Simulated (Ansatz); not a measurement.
`C[C@H]1B[C@@H]1F`, relaxed with RKS PBE0-D4/def2-TZVP in Ansatz 0.2.0 from a PBE-D4/def2-SVP geometry. The force threshold is 0.005 eV/Å; the program also tests the step.

Charge 0, multiplicity 1.

Start:

```xyz
11

C    -0.990    0.690   -0.862
C     0.258    0.095   -0.248
B     1.199    0.213    0.968
C     0.262   -0.990    0.824
F     0.627   -2.299    0.569
H    -0.785    1.680   -1.318
H    -1.768    0.832   -0.086
H    -1.416    0.033   -1.648
H     1.089   -0.046   -0.992
H     2.204    0.736    1.379
H    -0.678   -0.943    1.415
```

**Question.** By how much does the energy fall, and how many steps does the optimiser take? (Best estimate.)

**Answer.** Computed: 0.05 eV, in 11 steps, 5 of them rejected.

**Question.** Which bonds change most? (Estimate.)

**Answer.** The calculation gave: B3–H10 from 1.205 to 1.184 Å; C2–H9 from 1.124 to 1.104 Å; C4–H11 from 1.111 to 1.091 Å; C1–H8 from 1.110 to 1.093 Å.

**Question.** Give the relaxed structure. (Estimate.)

**Answer.** Computed: 
```xyz
11

C    -0.974    0.691   -0.846
C     0.274    0.080   -0.272
B     1.177    0.228    0.956
C     0.257   -0.976    0.808
F     0.654   -2.271    0.565
H    -0.763    1.655   -1.314
H    -1.711    0.860   -0.057
H    -1.430    0.040   -1.595
H     1.059   -0.107   -1.025
H     2.133    0.757    1.411
H    -0.677   -0.957    1.370
```
